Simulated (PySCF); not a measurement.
C₃H₆AlCl. Atoms are numbered in the order given.

```xyz
11

Al     0.6970     0.0103     0.4353
C     -0.2176    -1.7196     0.1699
C     -0.5857    -1.1284    -1.1434
C      0.2793    -0.8567    -2.1532
H     -1.0719    -1.9948     0.7972
H      0.5220    -2.5310     0.1050
H     -1.6009    -0.7192    -1.2264
H      1.3060    -1.2378    -2.1527
H     -0.0426    -0.3003    -3.0361
Cl    -0.4275     1.6891     1.0846
H      2.2376     0.1617     0.1756
```

Geometry: B3LYP-D3(BJ)/def2-SVP. The structure was generated by enumeration; whether it is a known compound was not checked. Other conformers were not sampled.

These are C-PCM-PBE0/def2-SVP run with PySCF 2.14.0 values and carry that method's errors.

The values are the electrostatic part of the solvation free energy, E(continuum) − E(gas) at the gas-phase geometry, in a cavity of scaled van der Waals radii (PySCF's table); cavitation and dispersion terms are not included. A continuum can't describe solvent molecules that bind to the metal. In vacuum the orbital gap is 6.40 eV. The dipole moment in vacuum is 2.18 D.

Estimate the values in water (ε = 78.36), chlorobenzene (ε = 5.70), ethylethanoate (ε = 5.99). (Estimate from the structure and the level; the computed values follow.)


| solvent | ε | ΔG(elec) (kcal/mol) | dipole (D) | gap (eV) |
|---|---|---|---|---|
| water | 78.36 | -4.0 | 2.65 | 6.44 |
| chlorobenzene | 5.70 | -3.3 | 2.56 | 6.43 |
| ethylethanoate | 5.99 | -3.3 | 2.56 | 6.43 |
